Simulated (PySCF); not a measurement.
## S⁺ (sulfur, charge +1) across methods

[Ne] 3s2 3p3, high-spin 4S determinant. Calculation: PySCF 2.14, in dyall-av2z (13s9p2d, 50 functions); no relativity, point nucleus.

```
   method  E (hartree)  mean ε 3s α (eV)  mean ε 3s β (eV)  mean ε 3p α (eV)  Σ⟨r²⟩ (bohr²)   ⟨S²⟩
      UHF   -397.15999           -38.476           -29.118           -23.460          20.99  3.751
   r2SCAN    -397.7006           -29.913           -25.314           -18.485          20.79  3.750
      PBE    -397.5564           -28.732           -25.311           -17.930          20.83  3.750
BHandHLYP    -397.7391           -33.677           -28.137           -20.726          20.83  3.751
      LDA    -396.3430           -28.644           -25.584           -17.916          20.90  3.750
     PBE0    -397.5909           -31.365           -26.656           -19.494          20.79  3.750
    B97-3    -397.6777           -31.396           -26.928           -19.400          20.82  3.751
  wB97M-V    -397.7070           -33.546           -29.532           -21.460          20.96  3.750
```

Estimate the same row for M06-2X.

E (hartree) = -397.7081; mean ε 3s α (eV) = -32.966; mean ε 3s β (eV) = -28.236; mean ε 3p α (eV) = -20.548; Σ⟨r²⟩ (bohr²) = 20.83; ⟨S²⟩ = 3.751.
